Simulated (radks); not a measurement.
The numbers below are computed, except where a source is named.
Valence configurations of the dysprosium ion Dy3+ (all share [Xe]). Level of theory: scalar-relativistic Kohn-Sham, SCAN, spin-polarised, spherical densities, finite nucleus; open shells are filled with parallel spins first (spin-orbit coupling, left out, can overturn this in heavy ions); meta-GGA in the generalised Kohn-Sham scheme; Fermi nuclear charge, rms radius 5.2218 fm (a radial shooting solver on a logarithmic mesh with Libxc functionals). Energies are relative to 4f9; eigenvalues in eV for spin up.

valence      E (eV)  moment (Bohr magnetons)    e(4f)    e(5d)    e(6p)
4f9           0.000                        5  -36.686        -        -
4f8 5d1       8.317                        7  -44.560  -27.337        -
4f8 6p1      17.686                        7  -49.013        -  -20.707
4f8.5 6p0.5   7.965                        6  -42.732        -  -19.128
4f7 5d2      20.742                        9  -53.069  -29.591        -
4f7 6p2      43.552                        9  -62.286        -  -23.263

NIST lists [Xe] 4f9 as the ground configuration; this level of theory agrees among the configurations tried. The energies are those of spherical high-spin densities, not of single terms. No valid solution was reached for [Xe] 4f8.5 6s0.5; [Xe] 4f8 6s1; [Xe] 4f7 6s2; [Xe] 4f7 5d0.5 6s1.5.
